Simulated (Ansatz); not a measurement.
The same hydrolysis along the group F, Cl, Br.

Isolated molecules relaxed with PBE0-D4/def2-TZVP in Ansatz; ΔE leaves out vibrations. CBS: MP2 limit from def2 TZ/QZ plus the TZ coupled-cluster correction, frozen cores. This one scheme is used for every species. Functionals use def2-TZVPP. For Br outer-core shells are correlated without core-valence functions, which leaves a few kJ/mol of doubt a bond. Scalar relativity is left out up to krypton. Each species was taken in one conformer, which may not be the lowest.

```csv
reaction,CCSD(T)/CBS(def2) (kcal/mol)
`COB(F)OC` + H₂O → `COB(O)OC` + H–F,?
`COB(Cl)OC` + H₂O → `COB(O)OC` + HCl,-8.0
`COB(Br)OC` + H₂O → `COB(O)OC` + HBr,-9.3
```

(1) Fill in the missing values. (An estimate is asked.)

Largest T1 diagnostic: 0.012, for `COB(F)OC`.

## Answers

(1) The calculation gave: `COB(F)OC` + H₂O → `COB(O)OC` + H–F: +3.8 kcal/mol.
